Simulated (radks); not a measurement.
Results of a calculation; reference values are marked as such.
Problem. The lanthanum ion La4+, configuration [Kr] 4d10 5s1 5p5 6p1 (not the ground configuration). Level of theory: Dirac Kohn-Sham, PBE, spin-unpolarised, spherical densities, finite nucleus; open shells fill j = l - 1/2 first; Fermi nuclear charge, rms radius 4.855 fm (a radial shooting solver on a logarithmic mesh with Libxc functionals).

Spin-orbit splittings of the eigenvalues, e(l+1/2) - e(l-1/2), with zeta = 2 splitting/(2l+1) and mean radii in bohr:

| shell | occ. | splitting (eV) | zeta (eV) | <r> j=l-1/2 | <r> j=l+1/2 |
|---|---|---|---|---|---|
| 2p | 6 | 413.1 | 275.4 | 0.08991 | 0.09601 |
| 3p | 6 | 80.54 | 53.69 | 0.2746 | 0.2867 |
| 3d | 10 | 17.23 | 6.893 | 0.2577 | 0.2615 |
| 4p | 6 | 17.19 | 11.46 | 0.6736 | 0.7002 |
| 4d | 10 | 3.000 | 1.200 | 0.7582 | 0.7675 |
| 5p | 5 | 3.025 | 2.017 | 1.629 | 1.689 |
| 6p | 1 | ? | ? | 3.444 | 3.538 |

Estimate the 6p splitting.

Solution. 0.7597 eV (zeta = 0.5065 eV).
